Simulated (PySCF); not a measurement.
Atom-mapped SMILES (the numbers label the heavy atoms): `[OH:1][C@@H:2]1[CH2:3][CH2:4][c:5]2[cH:6][cH:7][cH:8][cH:9][c:10]2[CH2:11]1`; H(Xn) means a hydrogen on atom n. Ha(C3), Ha(C4), Ha(C11) are cis to O1 on the ring; Hb(C3), Hb(C4), Hb(C11) are trans to O1 on the ring.

PySCF 2.14.0 with density-fitted response routines calculation with coordinates at the PBE0-D3(BJ)/def2-SVP level and PBE0/pcSseg-1 with gauge-including orbitals; one computed conformer, isolated molecule, no relativistic terms.

Scale: 13C (σref 184.41) vs TMS (reference shieldings calculated alike).

Question: Do the 13C shifts follow the atomic charges (in e)? Tabulate both.

Answer: 
```tsv
atoms	hybridisation	δ (ppm)	σ para (ppm)	Hirshfeld	IAO	Mulliken	ESP-fitted
C5	sp2	140.5	-214	-0.00	-0.01	-0.21	+0.01
C10	sp2	137.6	-212	-0.00	-0.02	-0.25	+0.30
C9	sp2	137.0	-202	-0.05	-0.15	-0.05	-0.28
C6	sp2	134.9	-200	-0.05	-0.16	-0.06	-0.28
C7	sp2	132.2	-202	-0.05	-0.15	-0.07	-0.11
C8	sp2	132.1	-202	-0.05	-0.15	-0.07	-0.21
C2	sp3	65.3	-127	+0.04	+0.10	+0.02	+0.48
C11	sp3	40.0	-101	-0.08	-0.28	-0.06	-0.69
C3	sp3	31.2	-95	-0.08	-0.27	-0.15	-0.42
C4	sp3	25.3	-86	-0.07	-0.27	-0.15	+0.06
```

Correlation coefficients of δ with charge over these carbons: Hirshfeld +0.30, IAO +0.47, Mulliken -0.12, ESP-fitted +0.18; with the paramagnetic shielding -1.00. Among the 6 sp2 carbons alone: Hirshfeld +0.78, IAO +0.78, Mulliken -0.69, ESP-fitted +0.45. With so few points, grouped by hybridisation, these coefficients are fragile. Charge is one influence among several: hybridisation and low-lying excitations act through the paramagnetic term.

Shifts are as computed. Against solution values, carbons near 30 ppm lie about +2 ppm off and those near 130 ppm about +5 ppm. Of 1211 compounds with measured shifts, 218 miss one by over three times the rms of a fit or turn the order of signals round; such compounds aren't used in these exercises.
